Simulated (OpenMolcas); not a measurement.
2s² 2p³ along the 7-electron sequence

```
Program             : OpenMolcas
Method              : CASSCF
Basis               : ANO-R3
Scalar Hamiltonian  : X2C, finite nucleus
Spin-orbit coupling : RASSI with atomic mean-field integrals over the reference wave functions, term energies averaged over their components
```

Active space for each ion: 3 electrons in 3 orbitals (2p).

Computed levels in cm-1 above ⁴S°_3/2:

| Level | N | O+ | F2+ | Ne3+ |
| --- | --- | --- | --- | --- |
| ²D°_3/2 | 23010 | 30579 | 37876 | 45077 |
| ²D°_5/2 | 23011 | 30581 | 37882 | 45096 |
| ²P°_1/2 | 37992 | 50641 | 62825 | 74852 |
| ²P°_3/2 | 37993 | 50643 | 62834 | 74877 |
| weight of ⁴S° in the lowest level (%) | 100 | 100 | 100 | 100 |

Measured, with the error of the calculation in %. Measured levels: N, O+ from NIST Handbook of Basic Atomic Spectroscopic Data.

| Level | N | O+ |
| --- | --- | --- |
| ²D°_3/2 | 19233 (+19.6) | 26831 (+14.0) |
| ²D°_5/2 | 19224 (+19.7) | 26811 (+14.1) |
| ²P°_1/2 | 28839 (+31.7) | 40470 (+25.1) |
| ²P°_3/2 | 28839 (+31.7) | 40468 (+25.1) |

²D°_3/2 changes by a factor of 1.96 over the same range, with steps per unit of Z of +7570, +7300, +7200 cm-1.

With the s shell closed, the reference lacks s² → p² mixing. Without dynamic correlation excited terms often stand tens of per cent too high (terms of higher spin than the ground term too low), and those without a measured partner can miss by more than the paired ones (holds for N; O+). Computed and measured levels are paired by configuration, term and J; levels that our copy of the source lacks, or whose pairing is in doubt (as where it misses far off the trend of its configuration), stay unpaired and out of the deviations. Only configurations of the active space appear.

° marks odd parity.
